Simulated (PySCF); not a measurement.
## Broadened absorption spectrum of CF3CH2OPh

Compound: CF3CH2OPh, C8H7F3O.
Z-matrix (Å and degrees, PBE0-D3(BJ)/def2-SVP geometry), rows numbered from 1:
```
F 
C   1  1.3289
F   2  1.3369  1  108.24
F   2  1.3352  1  107.65  3  -116.21
C   2  1.5175  1  111.42  3   120.07
O   5  1.3898  2  112.50  1    55.36
C   6  1.3624  5  121.00  2    96.12
C   7  1.3989  6  115.31  5   165.96
C   8  1.3892  7  120.02  6  -179.76
C   9  1.3964  8  120.47  7     0.30
C  10  1.3913  9  119.19  8    -0.49
C  11  1.3959 10  121.01  9     0.06
H   5  1.1004  2  106.50  1   -62.24
H   5  1.1023  2  108.67  1  -178.58
H   8  1.0915  7  118.30  6     0.07
H   9  1.0927  8  119.39  7   180.00
H  10  1.0918  9  120.43  8   179.88
H  11  1.0927 10  120.08  9  -179.18
H  12  1.0895  7  121.21  6    -2.75
```

Computed with PySCF, TDDFT B3LYP/def2-SVPD, vertical, gas phase, core orbitals frozen in the response.

Each state is given a Gaussian of 0.3 eV full width at half maximum, with ε(max) = 2.175×10⁸ f / Δν̃ (Δν̃ the width in cm⁻¹). The cross-section is σ = 3.8235×10⁻²¹ ε cm², given in Mb (10⁻¹⁸ cm²). The width is an assumption, not a result. The curve ends short of the highest state used, and states not computed would add to its high-energy end.

(E (eV), σ (Mb)): (4.67, 0.02), (4.72, 0.06), (4.78, 0.24), (4.84, 0.74), (4.90, 1.84), (4.96, 3.66), (5.02, 5.82), (5.08, 7.41), (5.14, 7.56), (5.19, 6.49), (5.25, 4.41), (5.31, 2.41), (5.37, 1.08), (5.43, 0.53), (5.49, 0.77), (5.55, 2.14), (5.61, 5.39), (5.66, 9.90), (5.72, 16.75), (5.78, 22.72), (5.84, 24.70), (5.90, 21.60), (5.96, 15.37), (6.02, 9.30), (6.08, 5.45), (6.13, 3.99), (6.19, 3.41), (6.25, 3.24), (6.31, 3.51), (6.37, 5.59), (6.43, 12.50), (6.49, 29.95), (6.55, 66.43), (6.60, 116.60), (6.66, 197.16), (6.72, 277.80)

(1) Locate the maxima and give the states behind the curve.

(2) Coming from long wavelengths, where does ε first pass 100 L mol⁻¹ cm⁻¹?

(3) On this curve, what absorbance would a 10⁻⁴ mol/L sample give at 248 nm over a 1 cm path?

## Answers

(1) 242 nm (5.12 eV), ε about 2000, made up of S1 (100%); 213 nm (5.83 eV), ε about 6500, made up of S2 (100%) (ε in L mol⁻¹ cm⁻¹; maxima over ε = 5, shares over 10%). At its high-energy end, 6.72 eV, the curve is still rising (ε about 73000, from S5, S6 and S7). The states used: S1 5.12 eV (f 0.022); S2 5.83 eV (f 0.072); S3 6.21 eV (f 0.0083); S4 6.59 eV (f 0.032); S5 6.74 eV (f 0.104); S6 6.77 eV (f 0.294); S7 6.82 eV (f 0.546); S8 6.91 eV (f 0.021); S9 7.08 eV (f 0.016); S10 7.32 eV (f 0.0060).

(2) At about 258 nm (4.80 eV), 0.31 eV below S1.

(3) 248 nm is 4.999 eV, where ε is about 1300 L mol⁻¹ cm⁻¹, so A = ε c l ≈ 0.13 (Beer–Lambert, with the gas-phase spectrum and the assumed width).

The run took 64 s wall, 2.4 min CPU on 2 threads, AMD EPYC 7R43 (x86_64), shared host with 256 logical CPUs at a one-minute load of 104, and the process peaked at 1.8 GiB of memory.

One conformer stands for the species.
